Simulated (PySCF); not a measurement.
Eu(BH4)2: one run

Eu(BH4)2 (singlet in the valence; each metal's 4f electrons, 7 of them, lie in its core potential, out of spins and levels). PySCF 2.14.0, RKS wB97X, Eu lcecp-0-SVP with ECP53, B def2-SVP, H def2-SVP; non-relativistic Hamiltonian with scalar-relativistic core potentials where named; density fitting; no spin-orbit coupling. Purpose: level wB97X.

```python
mol = gto.M(atom='''
Eu     0.00006    -0.00002     0.79489
B      2.61756    -0.00292     0.80160
H      3.82875    -0.00284     0.80923
H      2.14150    -0.82176     1.62649
H      2.15031    -0.30883    -0.32291
H      2.14754     1.12263     1.09667
B     -2.61755     0.00292     0.80163
H     -3.82874     0.00288     0.80917
H     -2.14153     0.82175     1.62656
H     -2.15030     0.30886    -0.32288
H     -2.14760    -1.12267     1.09669''',
    basis={'Eu': 'lcecp-0-SVP', 'B': 'def2-SVP', 'H': 'def2-SVP'},
    ecp={'Eu': 'lcecp-0-SVP'},
    charge=0, spin=0)
mf = dft.RKS(mol, xc='WB97X')
mf.grids.atom_grid = (75, 302)  # f atoms: unpruned, at least (60, 302)
mf = mf.density_fit()  # fitting sets: Eu AutoAux, B def2-universal-JKFIT, H def2-universal-JKFIT
mf.conv_tol = 1e-08; mf.max_cycle = 55
mf.kernel(dm0)  # dm0: converged density of the relaxed state
mf.nuc_grad_method().kernel()
```

Run from Python with OMP_NUM_THREADS=2; the lines above give its settings. Where DIIS fails, smearing, a level shift and second-order steps follow.
It took 9.6 s on 2 threads of Intel(R) Xeon(R) Platinum 8259CL CPU @ 2.50GHz (Skylake/Cascade Lake), with other jobs on the host, from an already converged density.

The 4f levels lie in the core potential and are missing.

(1) What are the Mulliken charges and spins?

(2) What forces act on the atoms (eV/Å)?

The geometry was relaxed with PBE0 (Eu lcecp-0-SVP with ECP53, B def2-SVP, H def2-SVP).

An lcecp potential fixes the number of 4f electrons, so in runs with it no electron can move into or out of that shell.

Results:

(1) 
```csv
atom,charge (e),spin (e)
Eu1,0.841,0.000
B2,-0.169,0.000
H3,-0.026,0.000
H4,-0.075,0.000
H5,-0.075,0.000
H6,-0.075,0.000
B7,-0.169,0.000
H8,-0.026,0.000
H9,-0.075,0.000
H10,-0.075,0.000
H11,-0.075,0.000
```
The spin of the 4f electrons in the core isn't counted.

(2) 
```
Eu   0.00  0.00 -0.01
B    0.12 -0.01  0.01
H   -0.01 -0.01 -0.01
H    0.00 -0.01  0.01
H    0.00 -0.01 -0.02
H   -0.01  0.03  0.00
B   -0.12  0.01  0.01
H    0.01  0.01 -0.01
H    0.00  0.01  0.01
H    0.00  0.01 -0.02
H    0.01 -0.03  0.00
```
Forces carry noise of the integration grid, about 0.01 to 0.03 eV/Å.
